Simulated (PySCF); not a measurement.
# Löwdin shares of the frontier orbitals

Species: Zr(OtBu)Cl3, C4H9Cl3OZr (singlet state).
Cartesian coordinates in Å at the PBE0-D3(BJ)/def2-SVP level; atoms count from 1:
```xyz
18
C4H9Cl3OZr angstrom
Zr     0.3811   -0.0664   -2.6814
O      0.1168   -0.0287   -0.8364
C     -0.0814    0.0081    0.5709
C     -1.1875   -0.9859    0.8992
C      1.2368   -0.3815    1.2274
C     -0.4845    1.4331    0.9294
H     -1.3806   -1.0066    1.9817
H     -2.1187   -0.7091    0.3832
H     -0.8992   -1.9980    0.5787
H      1.5330   -1.3964    0.9232
H      1.1443   -0.3603    2.3231
H      2.0334    0.3172    0.9318
H     -1.3994    1.7189    0.3897
H      0.3151    2.1372    0.6547
H     -0.6727    1.5244    2.0090
Cl     2.3690    1.1091   -3.0974
Cl    -1.4394    1.0006   -3.7014
Cl     0.4777   -2.2989   -3.4077
```

Computed, not measured: PySCF 2.14.0, density-fitted response routines, TDDFT CAM-B3LYP/def2-SVPD, vertical, gas phase, core orbitals frozen in the response, def2 core potentials past Kr. Spin–orbit coupling is left out. Note that the optimisation stopped short of convergence; the values belong to its last geometry.

Kohn–Sham orbitals with the atoms that hold most of them (Löwdin shares over 4%, at most four atoms):

```csv
orbital,ε (eV),atoms
LUMO+2,0.05,"Zr1 57%, Cl16 11%, Cl18 9%, Cl17 8%"
LUMO+1,-0.75,"Zr1 68%, Cl18 13%, Cl17 9%, Cl16 6%"
LUMO,-0.78,"Zr1 69%, Cl16 12%, Cl17 10%, Cl18 6%"
HOMO,-10.39,"Cl16 30%, O2 27%, Cl17 10%, C3 8%"
HOMO-1,-10.40,"O2 26%, Cl18 23%, Cl17 21%, C6 8%"
HOMO-2,-10.54,"Cl17 34%, Cl18 33%, Cl16 31%"
HOMO-3,-10.99,"Cl16 28%, Cl18 24%, Cl17 18%, O2 8%"
```

Q: How does S1 compare with the orbital gap of 9.62 eV?

A: S1 is at 6.05 eV (f = 0.0001), 3.57 eV below the gap, made of HOMO-1/HOMO→LUMO (≥61%), HOMO-1/HOMO→LUMO+1 (≥27%). Without the coupling terms of the response equations the lowest excitation would equal the gap.

For S1 the Löwdin share of zirconium is at most 8% in HOMO and 69% in LUMO (ligand-to-metal charge transfer by this measure).

Next come S2 at 6.14 eV (f 0.0018), HOMO-1/HOMO→LUMO (≥44%), HOMO-1/HOMO→LUMO+1 (≥34%); S3 at 6.15 eV (f 0.0019), HOMO-1/HOMO→LUMO+1 (≥54%), HOMO-1/HOMO→LUMO (≥23%); S4 at 6.33 eV (f 0.021), HOMO-1/HOMO→LUMO+1 (≥48%), HOMO-1/HOMO→LUMO (≥33%); S5 at 6.38 eV (f 0.037), HOMO-2→LUMO (74%).

Orbitals of the list HOMO-3 to LUMO+2 that lie within 0.01 eV of each other are written together with a slash and their weights summed (≥ marks a lower bound); for degenerate orbitals outside that list single weights are arbitrary.

Löwdin shares depend on the basis, the more so with diffuse functions.

The run took 2.2 min wall (with the writing of density and orbital grids) on one thread of an Arm Neoverse V2, shared host, and the process peaked at 1.8 GiB of memory.
